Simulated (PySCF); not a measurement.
PySCF input file for C3H4FNSSi, SMILES Fc1scnc1[SiH3], TDA-PBE/def2-SVPD. Geometry: ωB97X-D3(BJ)/def2-SVP. The structure was generated by enumeration, and PubChem lists no compound with its InChIKey, so it may never have been made.

```python
import numpy as np
from pyscf import gto, scf, dft, tdscf

mol = gto.M(
    atom='''
    F    -2.04077032    0.09257066   -0.00000000
    C    -0.74519105    0.35688764   -0.00000000
    S    -0.19283684    1.99796882    0.00000000
    C     1.42774177    1.36820678    0.00000000
    N     1.52750402    0.08015849   -0.00000000
    C     0.28379711   -0.54037704   -0.00000000
    Si    0.16354739   -2.41420137    0.00000000
    H     2.28146971    2.05186747   -0.00000000
    H     0.83192565   -2.95878116   -1.21430141
    H    -1.27327740   -2.80553684    0.00000000
    H     0.83192564   -2.95878116    1.21430141
    ''',
    basis='def2-SVPD',
    charge=0,
    spin=0,
    symmetry=True,
    max_memory=1600,
    verbose=4,
)
mf = dft.RKS(mol, xc='pbe').density_fit(auxbasis='def2-universal-jkfit')
mf.grids.level = 3
mf.conv_tol = 1e-9
mf.max_cycle = 100
mf.kernel()
mf.grids = dft.Grids(mol).set(level=1).build(with_non0tab=True)  # coarser grid for the response kernel
td = tdscf.TDA(mf)
td.singlet = True
td.nstates = 10
td.conv_tol = 1e-4
td.positive_eig_threshold = 1e-6
td.kernel(x0=td.get_init_guess(mf, 15))
td.analyze()
tt = tdscf.TDA(mf)
tt.singlet = False
tt.nstates = 4
tt.conv_tol = 1e-4
tt.positive_eig_threshold = 1e-6
tt.kernel(x0=tt.get_init_guess(mf, 9))
tt.analyze(verbose=3)
```

Program output:

```
PySCF version 2.14.0

[INPUT] verbose = 4
[INPUT] num. atoms = 11
[INPUT] num. electrons = 68
[INPUT] charge = 0
[INPUT] spin (= nelec alpha-beta = 2S) = 0
[INPUT] symmetry True subgroup None
[INPUT] Mole.unit = angstrom
[INPUT] Symbol           X                Y                Z      unit          X                Y                Z       unit  Magmom
[INPUT]  1 F     -2.040770320000   0.092570660000   0.000000000000 AA   -3.856496987941   0.174933194570   0.000000000000 Bohr   0.0
[INPUT]  2 C     -0.745191050000   0.356887640000   0.000000000000 AA   -1.408206994977   0.674419896842   0.000000000000 Bohr   0.0
[INPUT]  3 S     -0.192836840000   1.997968820000   0.000000000000 AA   -0.364408814327   3.775613875220   0.000000000000 Bohr   0.0
[INPUT]  4 C      1.427741770000   1.368206780000   0.000000000000 AA    2.698040921902   2.585536095973   0.000000000000 Bohr   0.0
[INPUT]  5 N      1.527504020000   0.080158490000   0.000000000000 AA    2.886564251972   0.151477592659   0.000000000000 Bohr   0.0
[INPUT]  6 C      0.283797110000  -0.540377040000   0.000000000000 AA    0.536298812843  -1.021164609603   0.000000000000 Bohr   0.0
[INPUT]  7 Si     0.163547390000  -2.414201370000   0.000000000000 AA    0.309059775487  -4.562179398850   0.000000000000 Bohr   0.0
[INPUT]  8 H      2.281469710000   2.051867470000   0.000000000000 AA    4.311352913391   3.877467562204   0.000000000000 Bohr   0.0
[INPUT]  9 H      0.831925650000  -2.958781160000  -1.214301410000 AA    1.572111634501  -5.591286054923  -2.294697097573 Bohr   0.0
[INPUT] 10 H     -1.273277400000  -2.805536840000   0.000000000000 AA   -2.406145566598  -5.301696259978   0.000000000000 Bohr   0.0
[INPUT] 11 H      0.831925640000  -2.958781160000   1.214301410000 AA    1.572111615604  -5.591286054923   2.294697097573 Bohr   0.0

nuclear repulsion = 417.244222038402
point group symmetry = Cs
symmetry origin: [-3.89061263e-09 -2.77900880e-09  0.00000000e+00]
symmetry axis x: [ 1.00000000e+00  1.36789022e-09 -1.59582728e-10]
symmetry axis y: [ 1.36789022e-09 -1.00000000e+00  5.75361706e-18]
symmetry axis z: [ 1.59582728e-10 -1.95863403e-17  1.00000000e+00]
num. orbitals of irrep A' = 128
num. orbitals of irrep A" = 58
number of shells = 78
number of NR pGTOs = 280
number of NR cGTOs = 186
basis = def2-SVPD
ecp = {}


******** <class 'pyscf.df.df_jk.DFSymAdaptedRKS'> ********
method = DFSymAdaptedRKS
initial guess = minao
damping factor = 0
level_shift factor = 0
DIIS = <class 'pyscf.scf.diis.CDIIS'>
diis_start_cycle = 1
diis_space = 8
diis_damp = 0
SCF conv_tol = 1e-09
SCF conv_tol_grad = None
SCF max_cycles = 100
direct_scf = False
XC library pyscf.dft.libxc version 7.1.2
    S. Lehtola, C. Steigemann, M. J. T. Oliveira, and M. A. L. Marques,  SoftwareX 7, 1–5 (2018)
XC functionals = pbe
    J. P. Perdew, K. Burke, and M. Ernzerhof,  Phys. Rev. Lett. 77, 3865 (1996)
    J. P. Perdew, K. Burke, and M. Ernzerhof,  Phys. Rev. Lett. 78, 1396 (1997)
    J. P. Perdew, K. Burke, and M. Ernzerhof,  Phys. Rev. Lett. 77, 3865 (1996)
    J. P. Perdew, K. Burke, and M. Ernzerhof,  Phys. Rev. Lett. 78, 1396 (1997)
radial grids:
    Treutler-Ahlrichs [JCP 102, 346 (1995); DOI:10.1063/1.469408] (M4) radial grids

becke partition: Becke, JCP 88, 2547 (1988); DOI:10.1063/1.454033
pruning grids: <function nwchem_prune>
grids dens level: 3
symmetrized grids: True
atomic radii adjust function: <function treutler_atomic_radii_adjust>
small_rho_cutoff = 0
Freeze 0 electrons in irreps []
    68 free electrons in irreps A' A"
Set gradient conv threshold to 3.16228e-05
Initial guess from minao.
tot grids = 147816
init E= -958.837861139226
HOMO (A") = -0.269442531875733  LUMO (A") = -0.0983888700876241  gap/eV = 4.65461
cycle= 1 E= -957.901701050146  delta_E= 0.936  |g|= 0.505  |ddm|= 5.62
HOMO (A') = -0.159101826332223  LUMO (A') = -0.0647382228832245  gap/eV = 2.56776
cycle= 2 E= -957.486704139624  delta_E= 0.415  |g|= 1.35  |ddm|= 3.43
HOMO (A") = -0.227098615361905  LUMO (A") = -0.0674141863066033  gap/eV = 4.34523
cycle= 3 E= -957.945572184051  delta_E= -0.459  |g|= 0.258  |ddm|= 2.87
HOMO (A") = -0.233861797759194  LUMO (A") = -0.0725730993999281  gap/eV = 4.38889
cycle= 4 E= -957.959624050948  delta_E= -0.0141  |g|= 0.0978  |ddm|= 0.52
HOMO (A") = -0.237085621766862  LUMO (A") = -0.0763811595528106  gap/eV = 4.37299
cycle= 5 E= -957.961246656891  delta_E= -0.00162  |g|= 0.0305  |ddm|= 0.17
HOMO (A") = -0.234601968643882  LUMO (A") = -0.074165218574  gap/eV = 4.36571
cycle= 6 E= -957.96143859692  delta_E= -0.000192  |g|= 0.0125  |ddm|= 0.0801
HOMO (A") = -0.235244842312319  LUMO (A") = -0.0743489607318235  gap/eV = 4.37820
cycle= 7 E= -957.961474664897  delta_E= -3.61e-05  |g|= 0.00527  |ddm|= 0.0268
HOMO (A") = -0.235311359431691  LUMO (A") = -0.0745528967994162  gap/eV = 4.37446
cycle= 8 E= -957.961482609507  delta_E= -7.94e-06  |g|= 0.000748  |ddm|= 0.00872
HOMO (A") = -0.235256473248435  LUMO (A") = -0.0745193574570497  gap/eV = 4.37388
cycle= 9 E= -957.961482703467  delta_E= -9.4e-08  |g|= 0.000409  |ddm|= 0.0019
HOMO (A") = -0.235266021141684  LUMO (A") = -0.0745094410406253  gap/eV = 4.37441
cycle= 10 E= -957.961482748599  delta_E= -4.51e-08  |g|= 7e-05  |ddm|= 0.000733
HOMO (A") = -0.235269828590622  LUMO (A") = -0.0745156557680149  gap/eV = 4.37434
cycle= 11 E= -957.961482749793  delta_E= -1.19e-09  |g|= 2.76e-05  |ddm|= 0.00019
HOMO (A") = -0.235267379265204  LUMO (A") = -0.0745136581593915  gap/eV = 4.37433
cycle= 12 E= -957.961482750003  delta_E= -2.1e-10  |g|= 1.09e-05  |ddm|= 7.26e-05
HOMO (A") = -0.235268851283593  LUMO (A") = -0.0745148570033587  gap/eV = 4.37434
Extra cycle  E= -957.961482749902  delta_E= 1.01e-10  |g|= 2.24e-05  |ddm|= 5.03e-05
converged SCF energy = -957.961482749902
tot grids = 48576
Overwritten attributes  positive_eig_threshold  of <class 'pyscf.tdscf.rks.TDA'>


******** <class 'pyscf.tdscf.rks.TDA'> for <class 'pyscf.df.df_jk.DFSymAdaptedRKS'> ********
nstates = 10 singlet
deg_eia_thresh = 1.000e-03
wfnsym = None
conv_tol = 0.0001
eigh lindep = 1e-12
eigh level_shift = 0
eigh max_cycle = 100


Excitation energies (eV)
[4.86347246 5.24696617 5.391969   5.63974313 6.02351565 6.08340833
 6.16807253 6.24538414 6.44585348 6.45471794]

** Singlet excitation energies and oscillator strengths **
Excited State   1:   A"      4.86347 eV    254.93 nm  f=0.0000
      33 -> 35        0.69775
      33 -> 37        0.10027
Excited State   2:   A"      5.24697 eV    236.30 nm  f=0.0000
      34 -> 36        0.70593
Excited State   3:   A'      5.39197 eV    229.94 nm  f=0.0314
      32 -> 35       -0.23930
      33 -> 36        0.29634
      34 -> 35        0.53595
      34 -> 37       -0.17287
Excited State   4:   A'      5.63974 eV    219.84 nm  f=0.0312
      32 -> 35       -0.14565
      33 -> 36        0.58287
      34 -> 35       -0.26507
      34 -> 37        0.19844
Excited State   5:   A"      6.02352 eV    205.83 nm  f=0.0050
      32 -> 36        0.12728
      33 -> 37        0.68098
Excited State   6:   A'      6.08341 eV    203.81 nm  f=0.0183
      32 -> 35        0.39220
      34 -> 35        0.27421
      34 -> 37        0.46820
Excited State   7:   A"      6.16807 eV    201.01 nm  f=0.0009
      34 -> 38       -0.70150
Excited State   8:   A"      6.24538 eV    198.52 nm  f=0.0000
      32 -> 36        0.69263
      33 -> 37       -0.12104
Excited State   9:   A"      6.44585 eV    192.35 nm  f=0.0000
      31 -> 35        0.70405
Excited State  10:   A'      6.45472 eV    192.08 nm  f=0.0230
      33 -> 38        0.69005
      34 -> 37       -0.10105

** Transition electric dipole moments (AU) **
state          X           Y           Z        Dip. S.      Osc.
  1         0.0000      0.0000      0.0002      0.0000      0.0000
  2        -0.0000      0.0000     -0.0003      0.0000      0.0000
  3         0.4860      0.0409      0.0000      0.2379      0.0314
  4        -0.4749     -0.0241     -0.0000      0.2261      0.0312
  5        -0.0000     -0.0000     -0.1847      0.0341      0.0050
  6         0.2314     -0.2635     -0.0000      0.1230      0.0183
  7         0.0000     -0.0000     -0.0757      0.0057      0.0009
  8         0.0000      0.0000     -0.0129      0.0002      0.0000
  9        -0.0000      0.0000      0.0052      0.0000      0.0000
 10        -0.1775      0.3380      0.0000      0.1457      0.0230

** Transition velocity dipole moments (imaginary part, AU) **
state          X           Y           Z        Dip. S.      Osc.
  1        -0.0000     -0.0000      0.0011      0.0000      0.0000
  2         0.0000      0.0000     -0.0339      0.0012      0.0040
  3        -0.0471     -0.0218      0.0000      0.0027      0.0091
  4         0.0168      0.0026     -0.0000      0.0003      0.0009
  5        -0.0000     -0.0000      0.0318      0.0010      0.0030
  6        -0.0318     -0.0789      0.0000      0.0072      0.0216
  7        -0.0000     -0.0000     -0.0423      0.0018      0.0053
  8         0.0000     -0.0000     -0.0207      0.0004      0.0012
  9        -0.0000     -0.0000     -0.0078      0.0001      0.0002
 10        -0.0157      0.0473      0.0000      0.0025      0.0070

** Transition magnetic dipole moments (imaginary part, AU) **
state          X           Y           Z
  1         0.0798      0.5922      0.0000
  2         0.0596     -0.1120     -0.0000
  3        -0.0000     -0.0000     -0.5897
  4         0.0000      0.0000     -0.4645
  5        -0.2805     -0.8449      0.0000
  6        -0.0000     -0.0000     -0.5739
  7        -0.1097     -0.0453      0.0000
  8         0.3800     -0.2403      0.0000
  9        -0.0016      0.0236      0.0000
 10        -0.0000     -0.0000     -0.6871


******** <class 'pyscf.tdscf.rks.TDA'> for <class 'pyscf.df.df_jk.DFSymAdaptedRKS'> ********
nstates = 4 triplet
deg_eia_thresh = 1.000e-03
wfnsym = None
conv_tol = 0.0001
eigh lindep = 1e-12
eigh level_shift = 0
eigh max_cycle = 100


Excitation energies (eV)
[3.79004227 4.44714343 4.89616007 4.97442926]

** Triplet excitation energies and oscillator strengths **
Excited State   1:   A'      3.79004 eV    327.13 nm  f=0.0000
Excited State   2:   A"      4.44714 eV    278.80 nm  f=0.0000
Excited State   3:   A'      4.89616 eV    253.23 nm  f=0.0000
Excited State   4:   A'      4.97443 eV    249.24 nm  f=0.0000
```

The calculation finished and met its thresholds.

Cost: very roughly 110 core-seconds.
